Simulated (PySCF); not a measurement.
Coordinates in bohr (charge 0 multiplicity 3):
```
Co    0.0000    0.0000   -0.0785
H     0.0000    0.0000    2.6338
H     2.6457    0.0000    1.1539
H    -2.6457    0.0000    1.1539
```

Level of theory: UPBE0/[Co def2-TZVP, H def2-TZVP], no relativity, density fitting, PySCF.

This geometry of CoH3 is a stationary point at this level.

(1) What is the point group?

(2) Is it a minimum?

(3) Which band is strongest in the infrared?

(4) What are the dipole moment and the gap between the highest occupied and lowest empty levels of either spin?

(5) Give the atomic charges and bond orders.

## Answers

(1) C2v.

(2) No: it has 1 imaginary mode, at 825i cm⁻¹ (b2).

(3) 1789 cm⁻¹ (b2), 336 km/mol.

(4) 2.40 D and 4.14 eV.

(5) 
| atom | Mulliken | Löwdin | polar tensor | spin (Mulliken) | Mayer order to Co1 |
| --- | --- | --- | --- | --- | --- |
| Co1 | 0.17 | 0.12 | 0.45 | 1.93 | – |
| H2 | 0.12 | 0.10 | 0.22 | -0.09 | 0.77 |
| H3,4 | -0.15 | -0.11 | -0.33 | 0.08 | 0.79 |

Other isomers or separated fragments may lie lower. Other spin states or occupations of the open shell can lie lower. At this level a triplet minimum of C2v symmetry lies 96 kJ/mol below this structure.
